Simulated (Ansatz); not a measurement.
`N[BH][SnH]([F])[Cl]` + CH₃NH₂ → `C[NH][SnH]([F])[Cl]` + `BN`  (cleavage of the Sn–B bond)

Program: Ansatz. Geometries: PBE0-D4/def2-TZVP. ΔE: electronic, gas phase. CCSD(T)/CBS is the MP2 limit (def2-TZVPP, def2-QZVPP) plus CCSD(T) − MP2 in def2-TZVPP, frozen cores. This one scheme is used for every species. Functionals use def2-TZVPP. Elements past krypton have def2 core potentials. For Sn outer-core shells are correlated without core-valence functions, which leaves a few kJ/mol of doubt a bond. Each species was taken in one conformer, which may not be the lowest.

```json
{"level": "RPA@PBE/def2-TZVPP", "ΔE (eV)": "0.14"}
{"level": "HF/def2-TZVPP", "ΔE (eV)": "0.06"}
```

(1) What does CCSD(T)/CBS give? (Estimate.)

Largest T1 diagnostic among the species: 0.014.

## Answers

(1) The calculation gave: +0.14 eV. The listed levels differ from it by 0.00, -0.08 eV.

Leaving LDA and LC-ωPBE aside and taking each functional with its dispersion term where it has one, the values, not all of them listed here, spread over 0.11 eV, from BHLYP-D4 to PBE-D4. From BLYP to BHLYP (50 % exact exchange), in def2-TZVPP and without D4, ΔE moves by −0.05 eV. At CCSD(T), def2-SVP lies +0.05 eV from the extrapolated value and def2-TZVPP +0.00 eV.
